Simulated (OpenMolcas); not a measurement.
A run on Tc4+ among 6 point charges of -1.7 e arranged as a tetragonal octahedron (D4h), 1.8 Å from the ion, with the axial distance 1.656 Å.

* Program: OpenMolcas
* Method: SS-CASPT2, IPEA 0.25 Eh, imaginary shift 0.1 Eh (closed shells correlated: 4s 4p)
* Basis: ANO-RCC-VDZP [6s5p3d1f]
* Scalar Hamiltonian: DKH2, point nucleus
* Active space: 3 electrons in 5 orbitals (4d)
* State averaging: 2S+1 = 4 even, 10 roots; 2S+1 = 2 even, 40 roots
* Spin-orbit coupling: RASSI with atomic mean-field integrals over the reference wave functions

First CASPT2 step and the start of its output:

```
&CASPT2
Multistate=10 1 2 3 4 5 6 7 8 9 10
NoMult
Frozen=8 6
IPEA=0.25
Imaginary=0.1
MaxIter=60
WThr=0.0 0.3 0.05
PrWF=0.5
NoMix
```

```
--- CASPT2 ---
Orbital specifications:
      -----------------------

      Symmetry species                           1   2
                                                ag  au
      Frozen orbitals                            8   6
      Inactive orbitals                          1   3
      Active orbitals                            5   0
      Secondary orbitals                         7  13
      Deleted orbitals                           0   0
      Number of basis functions                 21  22
Type of calculation                        SS-CASPT2
      Fock operator                              state-specific
      IPEA shift                                 0.25
      Real shift                                 0.00
      Imaginary shift                            0.10
      The input orbitals will be transformed to quasi-canonical
Reference energy:       -4291.5918010416
      E2 (Non-variational):      -0.1941753666
      Shift correction:          -0.0001536161
      E2 (Variational):          -0.1943289828
      Total energy:           -4291.7861300244
      Residual norm:              0.0000006291
      Reference weight:           0.95618
      Contributions to the CASPT2 correlation energy
      Active & Virtual Only:         -0.0171741170
      One Inactive Excited:          -0.0889677000
      Two Inactive Excited:          -0.0880335496
Reference energy:       -4291.5305579251
      E2 (Non-variational):      -0.1816205035
      Shift correction:          -0.0001608175
      E2 (Variational):          -0.1817813210
      Total energy:           -4291.7123392462
      Residual norm:              0.0000000838
      Reference weight:           0.95945
      Contributions to the CASPT2 correlation energy
      Active & Virtual Only:         -0.0095311490
...
```

Over all roots the printed reference weights run from 0.45 to 0.96, and roots that are degenerate in the reference spread by up to 0.092 cm-1.

Task: Did the run give usable levels, and if not, why?

Result: No. The equations converged, but the reference weight falls to 0.45 for at least one root against 0.96 for the best. A drop of that size marks an intruder state, so the energies of such roots and the levels built on them can't be trusted.
